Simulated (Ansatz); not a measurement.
This Ansatz (a first-principles code) input (CCSD(T)/cc-pwCVQZ) gives -329.23243 Eh with 283 basis functions. A basis named .json is the Basis Set Exchange file of that set (core-valence sets with the plain set on hydrogen).

Ansatz 0.2 input:
```yaml
crystal:
  periodic: [false, false, false]
  atoms:
    - {symbol: C, position_ang: [-1.11056998, 0.02553653, -0.04779558]}
    - {symbol: Si, position_ang: [0.64940984, -0.11713465, 0.02966460]}
    - {symbol: H, position_ang: [-1.69010245, 0.94834355, -0.08800704]}
    - {symbol: H, position_ang: [-1.74251990, -0.86510146, -0.05979506]}
    - {symbol: H, position_ang: [1.00430453, 1.40342380, 0.01927110]}
basis:
  gaussian:
    orbitals: cc-pwCVQZ.json
total_charge: -1
magnetization: {spin_polarized: false}
correlation: {method: ccsd_t, frozen_orbitals: {C: 0, H: 0, Si: 1}}
```

Change:
```diff
- orbitals: cc-pwCVQZ.json
+ orbitals: cc-pCVTZ.json
```

### Question
What does the run give now?

### Answer
-329.18356 Eh (CCSD(T)/cc-pCVTZ, 144 functions), a change of +48.87 mEh.
